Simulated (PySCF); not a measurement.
ClGe, SMILES [Cl][Ge] (connectivity only; charge and spin as stated), charge +1, multiplicity 1.

Geometry: B3LYP-D3(BJ)/def2-TZVP. The spin state was assumed, not searched.

The numbers are results of B3LYP-D3(BJ)/def2-TZVP (PySCF), not measurements.

Frequencies are harmonic and unscaled.

```tsv
mode	ν (cm⁻¹)	IR (km/mol)	Raman (Å⁴/amu)	depolarisation	moving atoms (share of kinetic energy)
1	493	65.3	16.6	0.31	Cl 67 %, Ge 33 %
```
